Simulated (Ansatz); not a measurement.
Job for Ansatz (a program for electronic structure): R-RI-MP2/cc-pV(Q+d)Z on FH3OSi (SMILES O[SiH2]F), a point of a torsion scan. Files ending in .json are basis or fitting sets from the Basis Set Exchange.

Ansatz 0.2 input:
```yaml
crystal:
  periodic: [false, false, false]
  atoms:
    - {symbol: O, position_ang: [1.14955344, -0.05079359, -0.44030367]}
    - {symbol: Si, position_ang: [-0.39890891, -0.11284611, 0.00441886]}
    - {symbol: F, position_ang: [-1.02423911, 1.36000052, -0.15420549]}
    - {symbol: H, position_ang: [1.87673010, 0.13797597, 0.14505851]}
    - {symbol: H, position_ang: [-0.58183585, -0.43990702, 1.40692013]}
    - {symbol: H, position_ang: [-1.03241296, -0.93795016, -0.99817466]}
basis:
  gaussian:
    orbitals: cc-pV_Q+d_Z.json
    fitting: {mean_field: def2-universal-JKFIT, correlation: cc-pVQZ-RIFIT.json}
magnetization: {spin_polarized: false}
correlation: {method: mp2, electrons: outside_noble_gas}
scf: {lower_state_search: off}
```

The log:

```
WARN ansatz: RAYON_NUM_THREADS=1 ignored (pool sized by the plan → 1); use --threads N
Functional definition: HF
these checks for a lower state are left out or cut short: stability, starts, cluster_reference, orbital_swaps, neighbouring_geometries, increment
integrals: 0.23 GiB planned
336 factors; integrals over basis functions are off by at most 5.8e0 eV
mean field: 0.39 GiB planned
mean field evaluation 1: about -12655.9268 eV, gradient 4.2e1 eV
mean field evaluation 2: about -12657.9127 eV, gradient 2.7e1 eV
mean field evaluation 4: about -12658.9523 eV, gradient 4.1e-1 eV
mean field -12658.95251122 eV, -465.2079242412 hartree, gradient 1.8e-6 eV, S^2 0.000000; 0 other end points of the search recorded, 0 dependent functions left out
7 core orbitals not correlated
587 factors; their error is unknown
reference -12658.95251122 eV, -465.2079242412 hartree; 10, 10 occupied and 247, 247 virtual orbitals, 587 factors
second order -18.28061202 eV of doubles, -0.00000000 eV of singles
Total energy: -12677.23312324 eV, -465.8797243419 hartree
Checks for a lower state left out: stability, starts, cluster_reference, orbital_swaps, neighbouring_geometries, increment
```

Self-consistency was reached.

Cost: roughly 1.6 core-seconds.
